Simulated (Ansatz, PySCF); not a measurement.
Input for PySCF:
```python
from pyscf import gto, scf

mol = gto.M(
    atom='''
Mg    0.000000    0.000000    0.000000
''',
    basis='def2-tzvp',
    charge=0,
    spin=0,
    verbose=4,
)

mf = scf.RHF(mol)
mf.kernel()
```

Q: Convert this to an input for Ansatz (a quantum-chemistry and plane-wave program).

A: One answer among several that fit: 
Ansatz 0.2 input:
```yaml
crystal:
  periodic: [false, false, false]
  atoms:
    - {symbol: Mg, position_ang: [0.00000000, 0.00000000, 0.00000000]}
basis:
  gaussian:
    orbitals: def2-TZVP
hamiltonian:
  xc: hf
accuracy: high
```

Both were run: PySCF gave -199.606631 Eh and Ansatz -199.606631 Eh, 0.000 mEh apart.
